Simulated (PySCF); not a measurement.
sulfur trioxide anion (O3S), SMILES S(=O)(=O)=O (connectivity only; charge and spin as stated), charge -1, multiplicity 2.

The structure is a stationary point at B3LYP-D3(BJ)/def2-SVPD. The multiplicity is an assumed one; other spin states were not compared.

Two levels are set side by side: PBE/def2-TZVPD (PySCF) and M06-2X/def2-TZVPD (PySCF). Same geometry, gas phase. Differences are taken from unrounded values.

| quantity | M06-2X |
|---|---|
| α-spin orbital gap (eV) | 6.74 |
| β-spin orbital gap (eV) | 6.86 |
| mean polarisability (bohr³) | 41.3 |

Q: What does PBE give, and how far is it from M06-2X? (Estimate from the structure and the level; the computed values follow.)

A: 
```
quantity                      PBE  PBE minus M06-2X
---------------------------  ----  ----------------
α-spin orbital gap (eV)      3.81             -2.93
β-spin orbital gap (eV)      2.03             -4.82
mean polarisability (bohr³)  47.3               6.0
```

PBE's more diffuse valence density responds more strongly to a field. Differences between two approximate levels are no errors against the true value.

Rough cost on one machine, each run with all the roots and properties that it gave: M06-2X against PBE about 2 times.
